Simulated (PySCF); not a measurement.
C₂H₆ClGe, SMILES [CH3][Ge]([CH3])[Cl], multiplicity 2.

Coordinates come from a B3LYP-D3(BJ)/def2-SVP optimisation. The isomer is the one that the SMILES or the coordinates give; other isomers of the formula were not compared.

These are PBE/def2-TZVP in PySCF values and carry that method's errors.

Computed frontier levels, dipole moment and polarisability:
```yaml
"α spin, highest occupied and lowest empty level": -4.95 and -0.56 eV
"β spin, highest occupied and lowest empty level": -6.87 and -3.73 eV
dipole_moment: 2.64 D
quadrupole, principal values (traceless, Buckingham form, about the centre of nuclear charge): -2.65, 0.21, 2.43 D·Å
mean_static_polarisability: 72.3 bohr³ (10.71 Å³)
polarisability_principal_values: 57.7, 77.4, 81.7 bohr³
"⟨S²⟩": 0.751 (pure state 0.75)
```
